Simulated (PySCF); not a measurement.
Spectra and structures to be paired. The calculation used PySCF, TDDFT wB97X-D/def2-SVPD, vertical, gas phase, core orbitals frozen in the response. Geometries: GFN2-xTB; one conformer of each isolated species. Triplets are in the Tamm–Dancoff approximation.

A. `C=CC1=NN([SiH3])CC1`
B. `[H]/N=C(/C=C)C=O`
C. `NCC#CC=O`
D. `Nc1ccco1`
E. `O[SiH](O)[C@H]1CCN1`

Lowest singlet levels (six at most, fewer where fewer were computed) with oscillator strengths:

1. 227 nm (f 0.008); 215 nm (f 0.228); 194 nm (f 0.010); 184 nm (f 0.046); 182 nm (f 0.036); 169 nm (f 0.001); T1 3.89 eV
2. 388 nm (f 0.001); 292 nm (f 0.000); 259 nm (f 0.094); 194 nm (f 0.000); 184 nm (f 0.001); 178 nm (f 0.160); T1 2.66 eV
3. 205 nm (f 0.002); 183 nm (f 0.020); 177 nm (f 0.013); 171 nm (f 0.012); 166 nm (f 0.002); 159 nm (f 0.010); T1 5.81 eV
4. 263 nm (f 0.610); 227 nm (f 0.001); 212 nm (f 0.001); 208 nm (f 0.000); 191 nm (f 0.001); 188 nm (f 0.043); T1 2.78 eV
5. 314 nm (f 0.000); 261 nm (f 0.000); 217 nm (f 0.151); 202 nm (f 0.000); 182 nm (f 0.123); 182 nm (f 0.003); T1 3.40 eV

Problem. Which spectrum belongs to which structure?

Solution. 1 = D, 2 = B, 3 = E, 4 = A, 5 = C.
- A: S1 at 4.72 eV, HOMO→LUMO (96%); Löwdin shares by element: HOMO nitrogen 45%, carbon 28% or more (atoms not listed hold the other 27%); LUMO carbon 52% or more, nitrogen 24% or more (atoms not listed hold the other 23%); HOMO -7.41 and LUMO 0.94 eV.
- B: S1 at 3.20 eV, HOMO→LUMO (94%); Löwdin shares by element: HOMO nitrogen 32%, carbon 26% or more, oxygen 25% (atoms not listed hold the other 18%); LUMO carbon 37% or more, nitrogen 22%, oxygen 16% (atoms not listed hold the other 24%); HOMO -9.71 and LUMO -1.10 eV; point group Cs, 2 of its 6 listed states under f = 0.0005.
- C: S1 at 3.95 eV, HOMO-1→LUMO (93%); Löwdin shares by element: HOMO nitrogen 60%, carbon 26% or more; LUMO carbon 62% or more, oxygen 28%; HOMO -9.53 and LUMO -0.18 eV; point group Cs, 3 of its 6 listed states under f = 0.0005.
- D: S1 at 5.46 eV, HOMO→LUMO (94%); Löwdin shares by element: HOMO carbon 58% or more, nitrogen 19% (atoms not listed hold the other 23%); LUMO hydrogen 29% or more, carbon 16% or more, nitrogen 13% (atoms not listed hold the other 41%); HOMO -7.33 and LUMO 2.33 eV.
- E: S1 at 6.05 eV, HOMO→LUMO (44%), HOMO→LUMO+1 (43%); Löwdin shares by element: HOMO nitrogen 48%, carbon 21% or more, silicon 6% (atoms not listed hold the other 24%); LUMO oxygen 30%, silicon 30%, hydrogen 8% or more (atoms not listed hold the other 32%); HOMO -8.45 and LUMO 2.05 eV.
